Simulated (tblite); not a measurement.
C7H6Br (doublet state).
Atom-mapped SMILES: `[CH2:1][c:2]1[cH:3][cH:4][cH:5][cH:6][c:7]1[Br:8]` (hydrogens: H9, H10 on C1; H11 on C3; H12 on C4; H13 on C5; H14 on C6)
Bond orders are those of one Lewis drawing.

Computed with GFN2-xTB (tblite), gas phase: L-BFGS steps from a force-field or distance-geometry start until the largest atomic force falls under 0.01 eV/Å.

Step 11: E = -600.2743 eV
```
atom  x, y, z in Å  |  force x, y, z in eV/Å
C1     -2.2061   -0.5961   -0.0606    0.024  -0.003  -0.004
C2     -0.8794   -0.2412   -0.0284    0.028   0.002   0.008
C3      0.1325   -1.2091   -0.3117    0.021  -0.002  -0.010
C4      1.4646   -0.8986   -0.2871    0.010   0.007   0.012
C5      1.8820    0.3967    0.0227   -0.010   0.016  -0.001
C6      0.9370    1.3749    0.3035   -0.008  -0.011   0.004
C7     -0.4039    1.0680    0.2803    0.000   0.033   0.007
Br8    -1.6406    2.4581    0.6809   -0.004  -0.033  -0.011
H9     -2.9983    0.0992    0.1463    0.013   0.010   0.002
H10    -2.4759   -1.6077   -0.3011   -0.075  -0.001   0.002
H11    -0.1936   -2.2101   -0.5506    0.012  -0.006  -0.001
H12     2.1996   -1.6599   -0.5060   -0.009   0.025   0.004
H13     2.9318    0.6443    0.0461   -0.011  -0.007  -0.006
H14     1.2497    2.3811    0.5433    0.008  -0.029  -0.007
```

Step 12: E = -600.2746 eV
```
atom  x, y, z in Å  |  force x, y, z in eV/Å
C1     -2.2048   -0.5962   -0.0608    0.000  -0.004  -0.001
C2     -0.8782   -0.2424   -0.0280    0.014   0.020   0.001
C3      0.1331   -1.2097   -0.3122    0.034  -0.008  -0.003
C4      1.4649   -0.8990   -0.2868    0.014   0.021   0.008
C5      1.8817    0.3968    0.0225   -0.005   0.015   0.005
C6      0.9368    1.3752    0.3043   -0.004  -0.002  -0.003
C7     -0.4039    1.0675    0.2800   -0.004   0.047   0.019
Br8    -1.6439    2.4568    0.6805    0.018  -0.046  -0.015
H9     -2.9952    0.1006    0.1465    0.003   0.020   0.005
H10    -2.4803   -1.6063   -0.3007   -0.056  -0.007  -0.001
H11    -0.1931   -2.2103   -0.5507    0.009  -0.021  -0.005
H12     2.2001   -1.6596   -0.5059   -0.003   0.020   0.003
H13     2.9316    0.6441    0.0456   -0.015  -0.005  -0.005
H14     1.2505    2.3819    0.5435   -0.004  -0.050  -0.010
```

**Question.** Estimate the geometry and energy of step 13. (The exact step hangs on the optimiser's Hessian estimate; all steps are aligned on step 12, rigid shifts and turns removed.)

**Answer.** E = -600.2750 eV, largest force 0.054 eV/Å
```
atom  x, y, z in Å  |  force x, y, z in eV/Å
C1     -2.2033   -0.5962   -0.0611   -0.027  -0.004   0.003
C2     -0.8765   -0.2435   -0.0276   -0.002   0.020  -0.009
C3      0.1343   -1.2105   -0.3127    0.018  -0.008   0.007
C4      1.4655   -0.8989   -0.2863    0.023   0.017  -0.001
C5      1.8812    0.3970    0.0223   -0.001   0.021   0.014
C6      0.9365    1.3755    0.3052   -0.002  -0.005  -0.013
C7     -0.4041    1.0675    0.2800   -0.004   0.035   0.023
Br8    -1.6474    2.4542    0.6797    0.029  -0.043  -0.015
H9     -2.9914    0.1030    0.1469   -0.004   0.024   0.006
H10    -2.4859   -1.6047   -0.3003   -0.029  -0.004  -0.001
H11    -0.1925   -2.2109   -0.5509    0.011  -0.023  -0.006
H12     2.2008   -1.6589   -0.5058    0.006   0.015   0.002
H13     2.9311    0.6438    0.0449   -0.010   0.001  -0.003
H14     1.2511    2.3820    0.5435   -0.008  -0.045  -0.008
```

The energy changes by -0.0004 eV. The first-order estimate −F·Δx gives -0.0005 eV and the mean of the old and new forces, exact on a quadratic surface, -0.0004 eV. The step makes an angle of 63° with the force vector and moves no atom by more than 0.006 Å.

The cost below is that of the whole relaxation. On one thread, Arm Neoverse V1 (aarch64), shared host with 32 logical CPUs at a one-minute load of 22, this took 0.16 s.
